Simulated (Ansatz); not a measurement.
FH$_{5}$O$_{3}$Si$_{2}$, SMILES `O[SiH](O)[SiH](O)F`, 11 atoms. Charge 0, multiplicity 1. All runs use 4 threads of an Arm Neoverse V2 on a shared host. Correlated methods freeze the cores.

Q: Give the basis size and wall time and peak host memory of each of these runs in Ansatz. RKS PBE-D4/def2-TZVPP energy and forces; RKS PBE0-D4/def2-SVP energy; RHF-CCSD(T)/def2-SVP energy; direct RPA on PBE orbitals/def2-TZVPP energy; RKS ωB97M-V/def2-QZVPP energy; RKS CAM-B3LYP-D4/def2-TZVPP energy; RKS HSE06 (plane-wave form)-D4/def2-TZVPP energy; RKS PBE0-D4/def2-TZVP frequencies; RHF-MP2/def2-QZVPP energy; RKS PBE-QIDH (frozen core)/def2-TZVPP energy; RKS PBE0-D4/def2-TZVP relaxation (14 steps); RKS ωB97M-V/def2-SVP energy. (An estimate is asked.)

A: The calculation gave: Other jobs shared the machine, so times are rough.

| level | job | functions | wall time | peak host memory (GiB) |
| --- | --- | --- | --- | --- |
| RKS PBE0-D4/def2-SVP | energy | 117 | 1.2 s | 0.25 |
| RKS PBE-D4/def2-TZVPP | energy and forces | 278 | 2.7 s | 0.4 |
| RKS HSE06 (plane-wave form)-D4/def2-TZVPP | energy | 278 | 4 s | 0.85 |
| RKS CAM-B3LYP-D4/def2-TZVPP | energy | 278 | 4.1 s | 0.91 |
| RKS ωB97M-V/def2-SVP | energy | 117 | 5.5 s | 0.38 |
| RKS PBE-QIDH (frozen core)/def2-TZVPP | energy | 278 | 6.5 s | 0.79 |
| direct RPA on PBE orbitals/def2-TZVPP | energy | 278 | 6.5 s | 0.76 |
| RHF-CCSD(T)/def2-SVP | energy | 117 | 8.5 s | 0.63 |
| RKS ωB97M-V/def2-QZVPP | energy | 518 | 22 s | 2.6 |
| RHF-MP2/def2-QZVPP | energy | 518 | 25 s | 3.4 |
| RKS PBE0-D4/def2-TZVP | relaxation (14 steps) | 228 | 53 s | 0.67 |
| RKS PBE0-D4/def2-TZVP | frequencies | 228 | 2.9 min | 0.66 |
